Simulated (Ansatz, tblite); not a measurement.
Forces on SbH2(SMe) (CH₅SSb) at its PBE-D4/def2-TZVP geometry. The state is a singlet with charge 0.

In the def2 sets Sb takes a core potential; there is no spin–orbit coupling. The xTB rows come from tblite.

GFN1-xTB (tblite), largest force 0.85 eV/Å:

```xyz
8
positions Å, forces eV/Å
Sb    1.024   -1.511   -0.138   -0.641    0.058    0.262
H     1.144   -2.255    1.419   -0.124    0.108   -0.327
H     0.133   -2.874   -0.715    0.133    0.265    0.221
S    -0.973   -0.200    0.383    0.784   -0.198   -0.264
C    -0.398    1.450   -0.160   -0.112    0.119    0.027
H     0.453    1.801    0.436   -0.264   -0.129   -0.234
H    -1.244    2.130    0.002    0.272   -0.224   -0.054
H    -0.139    1.460   -1.226   -0.047    0.001    0.370
```

GFN2-xTB (tblite), largest force 0.41 eV/Å:

```
Sb -0.138 -0.055 0.053
H -0.133 0.092 -0.198
H 0.052 0.208 0.168
S 0.356 -0.024 -0.119
C -0.059 0.406 -0.057
H -0.265 -0.230 -0.135
H 0.282 -0.270 -0.047
H -0.094 -0.126 0.335
```

r2SCAN-D4/def2-TZVP (Ansatz), largest force 0.35 eV/Å:

```
Sb -0.264 -0.165 0.168
H -0.013 0.097 -0.192
H 0.111 0.173 0.067
S 0.217 0.005 -0.083
C 0.004 0.140 -0.029
H -0.182 -0.087 -0.125
H 0.183 -0.149 -0.036
H -0.057 -0.013 0.229
```
